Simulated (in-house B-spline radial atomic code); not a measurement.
A fraction x of an electron is removed from 3d in Nb III (Nb2+), starting from [Kr] 4d3 and keeping the highest spin. All numbers are computed (scalar-relativistic (X2C) BHandHLYP, spin-polarised, spherical fractional occupations; Fermi nucleus of rms radius 4.324 fm) with a radial B-spline atomic code at the basis-set limit, not measured.

Caution: exact exchange at fractional occupations of open shells leaves self-interaction of up to several eV.

```
   x  E(x) - E(0) (eV)  3d down level (eV)
   0            0.0000            -228.394
0.23           53.2388            -234.576
0.36           83.9645            -238.134
0.42           98.3022            -239.790
 0.5                 ?                   ?
0.57                 ?                   ?
0.64          151.7304            -245.941
0.82          196.4594            -251.060
 0.9          216.6360            -253.359
   1          242.1165            -256.254
```

(1) What belongs in the row x = 0.5?

(2) What belongs in the row x = 0.57?

(3) Check Janak's theorem between x = 0.23 and 0.36.

Answers

(1) An energy change of 117.5742 eV; 3d down at -242.013 eV.

(2) An energy change of 134.5836 eV; 3d down at -243.971 eV.

(3) The slope of the energy is 236.35 eV; the orbital levels give 236.35 eV (-ε of the emptying orbital, averaged over the two points).
